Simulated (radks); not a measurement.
Results of a calculation; reference values are marked as such.
Spherical quantum dot in the effective-mass picture: electrons in a parabolic well V = omega^2 r^2 / 2 with omega = 1.26, with a point charge +1 (a donor) at the centre, all in effective atomic units (hartree* = m*/eps^2 hartree, bohr* = eps/m* bohr), one dielectric constant everywhere. Level of theory: non-relativistic Kohn-Sham, PBE, spin-polarised, spherical densities (a radial shooting solver with Libxc functionals). Levels are named by radial order and angular momentum (1s, 1p, 1d, 2s, ...), and open shells are averaged over m. Results are scaled to m* = 0.058 and eps = 11.8, for which hartree* = 11.33 meV and bohr* = 10.77 nm.

N = 14, configuration 1s2 1p6 1d(up 4, down 0) 2s2. This is the lowest configuration that the search found. Occupied and some empty levels:

level    occupation  eigenvalue (meV)  <r> (nm)
1s up             1            98.522     12.77
1s down           1            99.070     12.44
1p up             3            108.47     17.91
1p down           3            109.49     17.76
2s up             1            116.65     17.73
2s down           1            117.43     17.93
1d up             4            117.80     20.76
1d down           0            118.97     20.75
1f up             0            127.80     22.99
1f down           0            128.98     23.06
2p up             0            129.79     20.63
2p down           0            130.48     20.72
1g up             0            138.44     24.93
1g down           0            139.54     25.05

Energy (meV): total 986.621, kinetic 198.77, external 275.20, Hartree 595.05, exchange-correlation -82.395.
